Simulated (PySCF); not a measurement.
These are PySCF with TPSSh-D3(BJ)/def2-TZVP // CAM-B3LYP-D3(BJ)/def2-SVP values and carry that method's errors. Isolated molecules, 0 K electronic values unless said otherwise. One relaxed conformer stands for a flexible species; it need not be the lowest. Excitations are Tamm–Dancoff values on a coarser integration grid. The basis has no diffuse functions, so Rydberg states are missing or too high.

Reference species (SMILES): `[Br][Sn]([Br])([Br])[Br]` (neutral, multiplicity 1).

```json
{
 "S1 excitation (TDA)": "3.82 eV",
 "brightest of the four lowest singlets (TDA)": "4.29 eV",
 "S1 oscillator strength": "0.000"
}
```

Changed species: `[Br][Sn]([O]C)([O]C)[O]C` (3 of 4 Br replaced by OCH3; the reference has 0 of 4 Br replaced by OCH3).

What does the change do to the S1 excitation (TDA), brightest of the four lowest singlets (TDA) and S1 oscillator strength?

the S1 excitation (TDA) rises by 0.42 eV, to 4.24 eV; the brightest of the four lowest singlets (TDA) rises by 0.74 eV, to 5.03 eV; the S1 oscillator strength hardly moves.
